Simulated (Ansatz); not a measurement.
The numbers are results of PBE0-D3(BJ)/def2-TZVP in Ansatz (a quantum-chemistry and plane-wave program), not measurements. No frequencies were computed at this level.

Ansatz 0.2 input:
```yaml
crystal:
  periodic: [false, false, false]
  atoms:
    - { symbol: C, position_ang: [0.006734, -1.144743, 1.381595] }
    - { symbol: C, position_ang: [-0.023216, -0.373072, 0.305857] }
    - { symbol: Si, position_ang: [1.498962, 0.287306, -0.602465] }
    - { symbol: C, position_ang: [-1.31596, 0.07372, -0.315743] }
    - { symbol: O, position_ang: [-1.161516, 1.298343, -1.001307] }
    - { symbol: H, position_ang: [-0.892903, -1.488945, 1.872225] }
    - { symbol: H, position_ang: [0.936355, -1.475946, 1.81246] }
    - { symbol: H, position_ang: [2.657644, -0.468031, -0.118149] }
    - { symbol: H, position_ang: [1.68728, 1.706319, -0.277092] }
    - { symbol: H, position_ang: [1.334235, 0.10692, -2.041276] }
    - { symbol: H, position_ang: [-2.126679, 0.134771, 0.424348] }
    - { symbol: H, position_ang: [-1.613013, -0.647584, -1.084638] }
    - { symbol: H, position_ang: [-0.987925, 1.990943, -0.355817] }
basis:
  gaussian: { orbitals: def2-tzvp }
hamiltonian:
  xc: pbe0
  dispersion: d3bj
relax:
  max_steps: 150
```

Output:

```
Functional definition: PBE0
1311 factors; their error is unknown
mean field evaluation 1: about -13150.0653 eV, gradient 6.0e1 eV
mean field evaluation 2: about -13145.9847 eV, gradient 7.3e1 eV
mean field evaluation 4: about -13157.7192 eV, gradient 4.9e0 eV
mean field evaluation 8: about -13157.8023 eV, gradient 4.9e-1 eV
mean field evaluation 16: about -13157.8026 eV, gradient 2.5e-5 eV
mean field -13157.80257453 eV, -483.5403259350 hartree, gradient 2.5e-5 eV, S^2 0.000000; 0 other end points of the search recorded, 0 dependent functions left out
reference -13157.80260866 eV, -483.5403271893 hartree; 24, 24 occupied and 185, 185 virtual orbitals, 1311 factors
relax step   1: F+E_penalty+E_count = -13158.05538131 eV  Δ(F+E_penalty+E_count) = +0.000e0 eV  max|allowed force component| = 5.680e-1 eV/Å  Δτ_max = 0.0000 Å  (28 SCF iters, accepted)
these checks for a lower state are left out or cut short: starts, cluster_reference, orbital_swaps, neighbouring_geometries, increment
1311 factors; their error is unknown
mean field -13157.84008078 eV, -483.5417042643 hartree, gradient 1.2e-5 eV, S^2 0.000000; 0 other end points of the search recorded, 0 dependent functions left out
reference -13157.84011512 eV, -483.5417055262 hartree; 24, 24 occupied and 185, 185 virtual orbitals, 1311 factors
relax step   2: F+E_penalty+E_count = -13158.09139882 eV  Δ(F+E_penalty+E_count) = -3.602e-2 eV  max|allowed force component| = 3.025e-1 eV/Å  Δτ_max = 0.0848 Å  (31 SCF iters, accepted)
these checks for a lower state are left out or cut short: starts, cluster_reference, orbital_swaps, neighbouring_geometries, increment
1311 factors; their error is unknown
mean field -13157.85040499 eV, -483.5420836719 hartree, gradient 1.2e-5 eV, S^2 0.000000; 0 other end points of the search recorded, 0 dependent functions left out
reference -13157.85043939 eV, -483.5420849362 hartree; 24, 24 occupied and 185, 185 virtual orbitals, 1311 factors
relax step   3: F+E_penalty+E_count = -13158.10088857 eV  Δ(F+E_penalty+E_count) = -9.490e-3 eV  max|allowed force component| = 1.923e-1 eV/Å  Δτ_max = 0.0706 Å  (31 SCF iters, accepted)
these checks for a lower state are left out or cut short: starts, cluster_reference, orbital_swaps, neighbouring_geometries, increment
1311 factors; their error is unknown
mean field evaluation 32: about -13157.6726 eV, gradient 6.7e0 eV
mean field -13157.84311423 eV, -483.5418157416 hartree, gradient 1.4e-5 eV, S^2 0.000000; 0 other end points of the search recorded, 0 dependent functions left out
reference -13157.84314862 eV, -483.5418170052 hartree; 24, 24 occupied and 185, 185 virtual orbitals, 1311 factors
relax step   4: F+E_penalty+E_count = -13158.09410072 eV  Δ(F+E_penalty+E_count) = +6.788e-3 eV  max|allowed force component| = 2.577e-1 eV/Å  Δτ_max = 0.1310 Å  (30 SCF iters, rejected (line search))
these checks for a lower state are left out or cut short: starts, cluster_reference, orbital_swaps, neighbouring_geometries, increment
1311 factors; their error is unknown
mean field -13157.85978330 eV, -483.5424283186 hartree, gradient 1.2e-5 eV, S^2 0.000000; 0 other end points of the search recorded, 0 dependent functions left out
reference -13157.85981766 eV, -483.5424295813 hartree; 24, 24 occupied and 185, 185 virtual orbitals, 1311 factors
relax step   5: F+E_penalty+E_count = -13158.11049235 eV  Δ(F+E_penalty+E_count) = -9.604e-3 eV  max|allowed force component| = 7.700e-2 eV/Å  Δτ_max = 0.0651 Å  (31 SCF iters, accepted)
these checks for a lower state are left out or cut short: starts, cluster_reference, orbital_swaps, neighbouring_geometries, increment
1311 factors; their error is unknown
mean field -13157.86422748 eV, -483.5425916390 hartree, gradient 1.2e-5 eV, S^2 0.000000; 0 other end points of the search recorded, 0 dependent functions left out
reference -13157.86426186 eV, -483.5425929027 hartree; 24, 24 occupied and 185, 185 virtual orbitals, 1311 factors
relax step   6: F+E_penalty+E_count = -13158.11489799 eV  Δ(F+E_penalty+E_count) = -4.406e-3 eV  max|allowed force component| = 1.226e-1 eV/Å  Δτ_max = 0.1000 Å  (31 SCF iters, accepted)
these checks for a lower state are left out or cut short: starts, cluster_reference, orbital_swaps, neighbouring_geometries, increment
1311 factors; their error is unknown
mean field -13157.86583900 eV, -483.5426508614 hartree, gradient 1.1e-5 eV, S^2 0.000000; 0 other end points of the search recorded, 0 dependent functions left out
reference -13157.86587338 eV, -483.5426521250 hartree; 24, 24 occupied and 185, 185 virtual orbitals, 1311 factors
relax step   7: F+E_penalty+E_count = -13158.11646661 eV  Δ(F+E_penalty+E_count) = -1.569e-3 eV  max|allowed force component| = 8.442e-2 eV/Å  Δτ_max = 0.0195 Å  (32 SCF iters, accepted)
these checks for a lower state are left out or cut short: starts, cluster_reference, orbital_swaps, neighbouring_geometries, increment
1311 factors; their error is unknown
mean field evaluation 64: about -13157.8670 eV, gradient 6.3e-3 eV
mean field -13157.86701000 eV, -483.5426938950 hartree, gradient 1.1e-5 eV, S^2 0.000000; 0 other end points of the search recorded, 0 dependent functions left out
reference -13157.86704441 eV, -483.5426951596 hartree; 24, 24 occupied and 185, 185 virtual orbitals, 1311 factors
relax step   8: F+E_penalty+E_count = -13158.11757098 eV  Δ(F+E_penalty+E_count) = -1.104e-3 eV  max|allowed force component| = 4.507e-2 eV/Å  Δτ_max = 0.0388 Å  (32 SCF iters, accepted)
these checks for a lower state are left out or cut short: starts, cluster_reference, orbital_swaps, neighbouring_geometries, increment
1311 factors; their error is unknown
mean field -13157.86741833 eV, -483.5427089007 hartree, gradient 1.1e-5 eV, S^2 0.000000; 0 other end points of the search recorded, 0 dependent functions left out
reference -13157.86745277 eV, -483.5427101663 hartree; 24, 24 occupied and 185, 185 virtual orbitals, 1311 factors
relax step   9: F+E_penalty+E_count = -13158.11790049 eV  Δ(F+E_penalty+E_count) = -3.295e-4 eV  max|allowed force component| = 2.851e-2 eV/Å  Δτ_max = 0.0262 Å  (33 SCF iters, accepted)
these checks for a lower state are left out or cut short: starts, cluster_reference, orbital_swaps, neighbouring_geometries, increment
1311 factors; their error is unknown
mean field -13157.86752939 eV, -483.5427129822 hartree, gradient 1.1e-5 eV, S^2 0.000000; 0 other end points of the search recorded, 0 dependent functions left out
reference -13157.86756384 eV, -483.5427142480 hartree; 24, 24 occupied and 185, 185 virtual orbitals, 1311 factors
relax step  10: F+E_penalty+E_count = -13158.11799040 eV  Δ(F+E_penalty+E_count) = -8.991e-5 eV  max|allowed force component| = 3.239e-2 eV/Å  Δτ_max = 0.0186 Å  (32 SCF iters, accepted)
these checks for a lower state are left out or cut short: starts, cluster_reference, orbital_swaps, neighbouring_geometries, increment
1311 factors; their error is unknown
mean field -13157.86752045 eV, -483.5427126536 hartree, gradient 1.1e-5 eV, S^2 0.000000; 0 other end points of the search recorded, 0 dependent functions left out
reference -13157.86755489 eV, -483.5427139193 hartree; 24, 24 occupied and 185, 185 virtual orbitals, 1311 factors
relax step  11: F+E_penalty+E_count = -13158.11801380 eV  Δ(F+E_penalty+E_count) = -2.339e-5 eV  max|allowed force component| = 1.375e-2 eV/Å  Δτ_max = 0.0028 Å  (34 SCF iters, accepted)
these checks for a lower state are left out or cut short: starts, cluster_reference, orbital_swaps, neighbouring_geometries, increment
1311 factors; their error is unknown
mean field -13157.86753710 eV, -483.5427132656 hartree, gradient 1.1e-5 eV, S^2 0.000000; 0 other end points of the search recorded, 0 dependent functions left out
reference -13157.86757154 eV, -483.5427145312 hartree; 24, 24 occupied and 185, 185 virtual orbitals, 1311 factors
relax step  12: F+E_penalty+E_count = -13158.11803717 eV  Δ(F+E_penalty+E_count) = -2.337e-5 eV  max|allowed force component| = 4.583e-3 eV/Å  Δτ_max = 0.0031 Å  (35 SCF iters, accepted)
1311 factors; their error is unknown
mean field evaluation 96: about -13157.8388 eV, gradient 2.2e-4 eV
mean field -13157.86753710 eV, -483.5427132656 hartree, gradient 1.1e-5 eV, S^2 0.000000; 1 other end points of the search recorded, 0 dependent functions left out
reference -13157.86757154 eV, -483.5427145312 hartree; 24, 24 occupied and 185, 185 virtual orbitals, 1311 factors
Total energy: -13158.11807160 eV, -483.5519202387 hartree
Atom 0 at     0.014567    -1.044831     1.368405 Å, force    -0.000663     0.002372     0.002203 eV/Å
Atom 1 at    -0.028569    -0.331852     0.244652 Å, force     0.001857    -0.003593    -0.000851 eV/Å
Atom 2 at     1.541844     0.204765    -0.625605 Å, force    -0.002137    -0.002602    -0.001621 eV/Å
Atom 3 at    -1.335665     0.078561    -0.369274 Å, force     0.001773     0.001027     0.001062 eV/Å
Atom 4 at    -1.335943     1.431974    -0.779264 Å, force    -0.000801     0.004583    -0.001765 eV/Å
Atom 5 at    -0.894601    -1.339039     1.890061 Å, force     0.000414    -0.002764    -0.001335 eV/Å
Atom 6 at     0.950511    -1.372535     1.808850 Å, force     0.000499     0.001255     0.001589 eV/Å
Atom 7 at     2.685162    -0.522436    -0.012786 Å, force     0.000358    -0.000404     0.000319 eV/Å
Atom 8 at     1.778510     1.664852    -0.478653 Å, force    -0.000157     0.000507     0.000832 eV/Å
Atom 9 at     1.463975    -0.115413    -2.075157 Å, force     0.000644     0.000857    -0.001000 eV/Å
Atom 10 at    -2.165710    -0.134130     0.318723 Å, force    -0.002399    -0.001610     0.002191 eV/Å
Atom 11 at    -1.511513    -0.497112    -1.283121 Å, force     0.000558    -0.001708    -0.001656 eV/Å
Atom 12 at    -1.162570     1.977198    -0.006832 Å, force     0.000053     0.002079     0.000033 eV/Å
Dipole moment:    -0.079081    -0.115120     0.348641 e Å
```

Cost: very roughly 2.0 core-minutes.
